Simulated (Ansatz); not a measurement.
Consider the substitution at a C–C bond: `C[CH2][In]([F])[Cl]` + `C[O][In]([OH])[SH]` → `C[O][In]([SH])[O]C` + `[CH3][In]([F])[Cl]`.

Calculated with Ansatz (gas phase, PBE0-D4/def2-TZVP geometries, no zero-point term in ΔE). CBS: MP2 limit from def2 TZ/QZ plus the TZ coupled-cluster correction, frozen cores. DFT in def2-TZVPP. def2 core potentials past Kr. For In outer-core shells are correlated without core-valence functions, which leaves a few kJ/mol of doubt a bond. Each species was taken in one conformer, which may not be the lowest.

```json
{"level": "PBE0-D4", "ΔE (kcal/mol)": "11.9", "difference from CCSD(T)/CBS": "-0.7"}
{"level": "ωB97X-V", "ΔE (kcal/mol)": "11.1", "difference from CCSD(T)/CBS": "-1.5"}
{"level": "ωB97M-V", "ΔE (kcal/mol)": "11.6", "difference from CCSD(T)/CBS": "-1.0"}
{"level": "PBE", "ΔE (kcal/mol)": "11.8", "difference from CCSD(T)/CBS": "-0.8"}
{"level": "r2SCAN", "ΔE (kcal/mol)": "11.5", "difference from CCSD(T)/CBS": "-1.1"}
{"level": "SCS-MP2/def2-TZVPP", "ΔE (kcal/mol)": "12.2", "difference from CCSD(T)/CBS": "-0.4"}
{"level": "CCSD(T)/def2-TZVPP", "ΔE (kcal/mol)": "11.8", "difference from CCSD(T)/CBS": "-0.8"}
{"level": "MP2/def2-QZVPP", "ΔE (kcal/mol)": "13.7", "difference from CCSD(T)/CBS": "1.1"}
{"level": "SCS-MP2/def2-QZVPP", "ΔE (kcal/mol)": "12.7", "difference from CCSD(T)/CBS": "0.1"}
{"level": "HF/CBS(def2)", "ΔE (kcal/mol)": "9.4", "difference from CCSD(T)/CBS": "-3.2"}
{"level": "CCSD(T)/CBS", "ΔE (kcal/mol)": "12.6", "difference from CCSD(T)/CBS": "0"}
```

Largest T1 diagnostic among the species: 0.016.

In def2-TZVPP, CCSD(T) changes the Hartree–Fock value by +2.3 kcal/mol (the triples alone add +0.1 kcal/mol) and MP2 by +3.7 kcal/mol.
